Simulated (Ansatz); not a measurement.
Reaction (cleavage of the Al–Si bond): `[AlH2][SiH2][SiH3]` + `N=CS` → `[AlH2]/[N]=C\S` + `[SiH3][SiH3]`

Program: Ansatz. Geometries: PBE0-D4/def2-TZVP. ΔE: electronic, gas phase. CCSD(T)/CBS adds triple-zeta CCSD(T) − MP2 to the extrapolated MP2 energy (def2 sets, frozen cores). This one scheme is used for every species. Functionals use def2-TZVPP. B3LYP here is the variant with VWN-RPA as its local correlation; programs differ in this. One conformer a species, not always the lowest.

```tsv
level	ΔE (kJ/mol)	difference from CCSD(T)/CBS
PBE-D4	-69.7	9.8
r2SCAN-D4	-83.1	-3.6
PBE0-D4	-69.3	10.2
B3LYP-D4	-88.9	-9.4
ωB97X-V	-78.4	1.1
ωB97M-V	-84.8	-5.3
B2PLYP	-90.3	-10.8
PBE	-70.1	9.4
r2SCAN	-83.2	-3.7
PBE0	-69.7	9.8
B3LYP	-89.5	-10.0
HF/def2-TZVPP	-92.5	-13.0
MP2/def2-TZVPP	-89.2	-9.7
SCS-MP2/def2-TZVPP	-89.9	-10.4
CCSD/def2-TZVPP	-79.8	-0.3
CCSD(T)/def2-TZVPP	-79.0	0.5
HF/def2-QZVPP	-93.7	-14.2
MP2/def2-QZVPP	-89.9	-10.4
SCS-MP2/def2-QZVPP	-90.4	-10.9
HF/CBS(def2)	-93.9	-14.4
MP2/CBS(def2)	-89.7	-10.2
CCSD/CBS(def2)	-80.3	-0.8
CCSD(T)/CBS	-79.5	0
```

Largest T1 diagnostic among the species: 0.015.

In def2-TZVPP, CCSD(T) changes the Hartree–Fock value by +13.5 kJ/mol (the triples alone add +0.8 kJ/mol) and MP2 by +3.3 kJ/mol.
